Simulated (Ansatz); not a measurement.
Relaxation of CH$_{6}$ClFOSi$_{2}$ (12 atoms, charge 0, multiplicity 1), to a largest force component of 0.02 eV/Å in at most 40 steps.

These are results of Ansatz 0.2.0, RKS B3LYP-D4/STO-3G, not measurements.

```xyz
12
Properties=species:S:1:pos:R:3:forces:R:3
Si 0.000 0.000 0.000 -1.79 -0.64 -0.04
Cl 0.000 0.000 2.130 0.26 0.32 0.18
F 1.499 0.000 -0.529 1.24 -0.19 -0.34
C -0.881 1.526 -0.623 -0.08 0.30 0.10
H -1.933 1.272 -0.867 0.48 0.29 0.08
H -0.862 2.311 0.162 -0.13 -0.22 -0.53
H -0.370 1.903 -1.534 -0.36 -0.03 0.39
O -0.791 -1.371 -0.559 0.78 0.66 -0.14
Si -1.673 -2.433 0.398 -0.34 -0.51 0.67
H -1.263 -2.287 1.792 -0.27 -0.28 -0.30
H -3.096 -2.132 0.276 0.25 -0.07 -0.02
H -1.426 -3.804 -0.040 -0.04 0.37 -0.05
```

Question: Where does it end, and by what steps?

Answer: It converged. The force dipped under the threshold on the way, but the program's further checks kept it going. Limits of this set-up: minimal basis. After 18 steps the energy has fallen by 0.218 eV; H7 moved furthest, 0.94 Å.

```
step  energy less start (eV)  largest force component (eV/Å)  accepted
   0                  0.0000                           1.787       yes
   1                 -0.1144                           0.890       yes
   2                 -0.1390                           0.418       yes
   3                 -0.1508                           0.146       yes
   4                 -0.1728                           0.102       yes
   5                 -0.1812                           0.383       yes
   6                 -0.1930                           0.201       yes
   7                 -0.2079                           0.170       yes
   8                 -0.2079                           0.517       yes
   9                 -0.2127                           0.193       yes
  10                 -0.2156                           0.046       yes
  11                 -0.2150                           0.228        no
  12                 -0.2158                           0.067       yes
  13                 -0.2167                           0.045       yes
  14                 -0.2171                           0.084       yes
  15                 -0.2175                           0.046       yes
  16                 -0.2179                           0.015       yes
  17                 -0.2180                           0.044       yes
  18                 -0.2181                           0.019       yes
```

```xyz
12
Properties=species:S:1:pos:R:3
Si 0.134 0.029 0.150
Cl 0.061 0.297 2.270
F 1.670 0.241 -0.327
C -1.008 1.311 -0.605
H -2.038 1.179 -0.250
H -0.687 2.325 -0.335
H -1.012 1.235 -1.701
O -0.231 -1.541 -0.241
Si -1.627 -2.340 0.308
H -1.500 -2.717 1.700
H -2.806 -1.511 0.149
H -1.754 -3.523 -0.512
```

Run time: 78 s on 1 thread of AMD EPYC 7R43 64-Core Processor (Zen 3), on a shared host, peak memory 0.2 GiB.
